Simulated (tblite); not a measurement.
Species: C₆H₁₃OP.
Z-matrix (Å and degrees, GFN2-xTB geometry), rows numbered from 1:
```
C 
O   1  1.4008
C   2  1.4084  1  113.26
P   3  1.8882  2  110.00  1   -74.60
C   4  1.8748  3   90.90  2   -91.95
C   5  1.5311  4  108.40  3     1.26
C   6  1.5276  5  107.80  4   -28.62
C   7  1.5227  3  112.37  2   -51.58
H   1  1.0975  2  111.06  3   -63.01
H   1  1.0985  2  111.09  3    57.99
H   1  1.0885  2  106.77  3   177.40
H   3  1.1026  2  109.97  1    46.96
H   4  1.4035  3   92.52  2   172.16
H   5  1.0922  4  109.21  3   122.79
H   5  1.0921  4  108.23  3  -120.34
H   6  1.0904  5  110.94  4  -150.87
H   6  1.0904  5  109.84  4    88.93
H   7  1.0968  3  107.64  2  -172.15
H   8  1.0879  7  110.47  3   -61.77
H   8  1.0876  7  110.19  3   178.18
H   8  1.0863  7  109.85  3    58.04
```

Computed values, GFN2-xTB/tblite, gas phase, harmonic and unscaled. This tight-binding method is rough: wavenumbers can miss measured ones by several per cent, in bad cases by 10 to 20. Modes of hydrogen on phosphorus can be 10 to 20 % off. One conformer, not necessarily the lowest.

Harmonic wavenumbers (cm⁻¹): 77.1, 110.4, 145.4, 181.2, 201.4, 214.0, 262.2, 295.2, 402.1, 433.5, 506.2, 588.5, 704.4, 718.7, 740.1, 849.8, 858.5, 905.3, 952.1, 955.0, 983.2, 1042.3, 1048.7, 1086.9, 1105.6, 1131.4, 1135.5, 1140.9, 1171.8, 1189.1, 1198.0, 1244.1, 1282.8, 1304.5, 1312.2, 1342.5, 1403.2, 1406.9, 1452.5, 1464.3, 1478.6, 1483.1, 1491.1, 1498.8, 2234.1, 2821.1, 2883.3, 2907.9, 2912.4, 2954.5, 2973.0, 2987.8, 3003.3, 3022.8, 3030.6, 3034.2, 3056.3.

A = 1871, B = 1813, C = 1102 MHz; mass 132.070 u (most abundant isotopes); point group C1, symmetry number 1.

Task: Zero-point energy?

Result: Half the sum of the wavenumbers: 39160 cm⁻¹ = 111.97 kcal/mol.

Task: Give the ideal-gas entropy at 200 K and 1 bar in the rigid-rotor, harmonic-oscillator model (classical rotation).

Result: Translation 38.59, rotation 27.65, vibration 15.45: S = 81.7 cal/(mol K).

Task: And Cp and H(200 K) − H(0)?

Result: Cp = 26.91 cal/(mol K), of which vibrations give 18.96 (their classical limit is 57 R = 113.3); H(200 K) − H(0) = 3.42 kcal/mol without the zero-point energy, 1.83 from vibrations.

Task: Which modes carry the vibrational entropy at 200 K?

Result: 77.1 cm⁻¹: 3.18; 110.4 cm⁻¹: 2.50; 145.4 cm⁻¹: 1.99; 181.2 cm⁻¹: 1.60; 201.4 cm⁻¹: 1.42; 214.0 cm⁻¹: 1.32 cal/(mol K); the other 51 give 3.46 together.

Task: How do the functions run with temperature in this model?

Result: 
```
 T (K)  S (cal/(mol K))  Cp (cal/(mol K))  H − H(0) (kcal/mol)  G − H(0) (kcal/mol)  ln q(vib)
    50             56.7              11.5                 0.45                -2.38       0.18
   100             66.6              17.6                 1.18                -5.47       0.98
298.15             94.3              37.2                 6.55               -21.57       5.47
373.15            103.6              45.6                 9.65               -28.99       7.26
   500            118.7              58.5                16.28               -43.09      10.37
   750            146.2              76.9                33.37               -76.29      16.56
  1000            170.1              89.0                54.21              -115.90      22.55
```

q(vib) and H(0) count from the zero-point level.

Task: What must be added to the electronic energy to get the Gibbs energy at 200 K and 1 bar?

Result: ZPE + [H(200 K) − H(0)] − T·S = 111.97 + 3.42 − 16.34 = 99.05 kcal/mol.

Hindered rotation and anharmonicity are outside this model. Other conformers, if any are populated, would add a mixing term that is left out. The structure is chiral; the term R ln 2 for an equal mix with its mirror image is left out.
